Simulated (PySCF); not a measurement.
C₂H₇NSeSi₂.
Geometry (PBE0-D3(BJ)/def2-SVP, Å), atoms numbered from 1 in this order:
```
atom  x, y, z in Å
C1     1.503   -0.203   -2.372
C2     1.007    0.342   -1.401
Si3    0.237    1.090    0.090
Se4    1.812    1.814    1.583
Si5   -0.959   -0.616    1.165
N6    -1.681   -1.534   -0.112
H7     1.949   -0.674   -3.230
H8    -0.606    2.237   -0.359
H9     2.208    2.965    0.756
H10   -2.034   -0.059    2.041
H11    0.013   -1.330    2.064
H12   -1.106   -1.770   -0.915
H13   -2.337   -2.279    0.097
```

The calculation used PBE0-D3(BJ)/def2-SVP geometry optimisation, gas phase in PySCF 2.14.0.

Take the most abundant isotopes and a rigid rotor. The values belong to one conformer with, in the numbering `[CH:1]#[C:2][Si@H:3]([SeH:4])[SiH2:5][NH2:6]`, C2–Si3–Se4–H 73°, C2–Si3–Si5–N6 -39°, Si3–Si5–N6–H 45° and -173°.

Problem. Give the principal moments of inertia and the rotational constants in MHz.

Solution. Ia = 264.15, Ib = 596.41, Ic = 808.68 u·Å²; 505379 MHz·u·Å²/I gives A = 1913, B = 847.4, C = 624.9 MHz.

Problem. What kind of rotor is it?

Solution. An asymmetric top; Ray's κ = -0.655.

Problem. What does the inertial defect say?

Solution. Not planar: Δ = Ic − Ia − Ib = -51.87 u·Å². For a rigid frame Δ = −2 Σ m c², so Σ m c² = 25.94 u·Å² lies off the ab plane: 8.96 from hydrogen and 16.98 from heavier atoms. The atom farthest from that plane is 2.17 Å away.

Problem. Give the other two planar moments, Paa and Pbb, and the rms extents of the mass along the axes.

Solution. Paa = Σ m a² = (Ib + Ic − Ia)/2 = 570.47 and Pbb = Σ m b² = (Ia + Ic − Ib)/2 = 238.21 u·Å². With the mass M = 180.93 u, the rms extents √(P/M) along a, b and c are 1.78, 1.15, 0.38 Å.

Problem. Which lines would a microwave search look for?

Solution. The dipole components are |μa| = 1.88 D, |μb| = 1.05 D, |μc| = 0.34 D. Intensities carry the squares of the components, which stand as 1.00 : 0.31 : 0.03 (a : b : c). Some lines, for components of 0.1 D or more:

```json
{"type": "c", "branch": "Q", "J(Ka,Kc)": "5(2,4) ← 5(1,4)", "MHz": "2029", "lower level (cm⁻¹)": "0.823"}
{"type": "c", "branch": "Q", "J(Ka,Kc)": "2(2,1) ← 2(1,1)", "MHz": "3198", "lower level (cm⁻¹)": "0.198"}
{"type": "b", "branch": "Q", "J(Ka,Kc)": "2(2,1) ← 2(1,2)", "MHz": "3865", "lower level (cm⁻¹)": "0.175"}
{"type": "b", "branch": "Q", "J(Ka,Kc)": "3(2,2) ← 3(1,3)", "MHz": "4217", "lower level (cm⁻¹)": "0.311"}
{"type": "a", "branch": "R", "J(Ka,Kc)": "3(2,2) ← 2(2,1)", "MHz": "4417", "lower level (cm⁻¹)": "0.304"}
{"type": "c", "branch": "Q", "J(Ka,Kc)": "4(3,2) ← 4(2,2)", "MHz": "5549", "lower level (cm⁻¹)": "0.662"}
{"type": "a", "branch": "R", "J(Ka,Kc)": "4(3,2) ← 3(3,1)", "MHz": "5944", "lower level (cm⁻¹)": "0.649"}
{"type": "b", "branch": "Q", "J(Ka,Kc)": "4(3,2) ← 4(2,3)", "MHz": "5983", "lower level (cm⁻¹)": "0.647"}
{"type": "b", "branch": "R", "J(Ka,Kc)": "4(1,4) ← 3(0,3)", "MHz": "6033", "lower level (cm⁻¹)": "0.290"}
{"type": "c", "branch": "R", "J(Ka,Kc)": "4(2,3) ← 3(1,3)", "MHz": "10082", "lower level (cm⁻¹)": "0.311"}
{"type": "c", "branch": "R", "J(Ka,Kc)": "5(2,3) ← 4(1,3)", "MHz": "10710", "lower level (cm⁻¹)": "0.564"}
{"type": "b", "branch": "R", "J(Ka,Kc)": "5(2,3) ← 4(1,4)", "MHz": "12915", "lower level (cm⁻¹)": "0.491"}
```

Problem. Estimate the classical rotational partition function at 25 K, 100 K and 298.15 K.

Solution. Point group C1, symmetry number σ = 1; q = (√π/σ)·√((kT/h)³/(ABC)), k/h = 20836.6 MHz/K: 20900 at 25 K, 167000 at 100 K, 862000 at 298.15 K.

No frequency check. Zero-point vibration and centrifugal distortion are left out. A rigid rotor knows nothing of inversion at nitrogen, which can split or shift real lines. Quadrupole hyperfine structure (14N) is left out.
